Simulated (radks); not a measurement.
Values are calculated unless marked as measured or tabulated.
How relativity changes the ionisation of the thulium ion Tm+ ([Xe] 4f13 6s1) to Tm2+ ([Xe] 4f13). Spin-unpolarised spherical Kohn-Sham, LDA (Slater exchange, Perdew-Wang correlation), point nucleus unless stated (finite: rms radius 5.2256 fm), a radial shooting solver on a logarithmic mesh with Libxc functionals. A level marked "c x" has the speed of light scaled by that factor and shares open shells by 2j + 1; other Dirac levels either fill j = l - 1/2 first or share by 2j + 1.

| level | E(Tm+) (hartree) | E(Tm2+) (hartree) | IE (eV) | HOMO | <r> HOMO (bohr) |
|---|---|---|---|---|---|
| non-rel. | -12936.5313 | -12936.1149 | 11.331 | 6s | 3.810 |
| scalar-rel. | -13558.7813 | -13558.3290 | 12.308 | 6s | 3.540 |
| scalar-rel., finite nucleus | -13557.3238 | -13556.8716 | 12.306 | 6s | 3.540 |
| Dirac, 2j+1 shares | -13573.4521 | -13572.9996 | 12.312 | 6s1/2 | 3.541 |
| Dirac, low j first | -13573.4710 | -13573.0186 | 12.311 | 6s1/2 | 3.542 |
| Dirac, 2j+1 shares, finite nucleus | -13571.9837 | -13571.5313 | 12.310 | 6s1/2 | 3.542 |
| Dirac, c x 1.25 | -13324.0485 | -13323.6111 | 11.902 | 6s1/2 | 3.646 |
| Dirac, c x 2 | -13080.4781 | -13080.0542 | 11.535 | 6s1/2 | 3.749 |
| Dirac, c x 3 | -12999.4331 | -12999.0135 | 11.419 | 6s1/2 | 3.784 |

NIST Atomic Spectra Database: 12.07 eV (semi-empirical). The relativistic part of the total energy of Tm+ is -635.5 hartree (Dirac, 2j+1 shares, finite nucleus), 4.9 % of the non-relativistic value. Spin polarisation and multiplet splitting of open shells are left out at every level.

Beside tabulated values, note that relativity, absent from the non-relativistic runs, is large for the heavy elements, and spin-unpolarised runs miss the spin-polarisation part of the exchange energy of open shells.
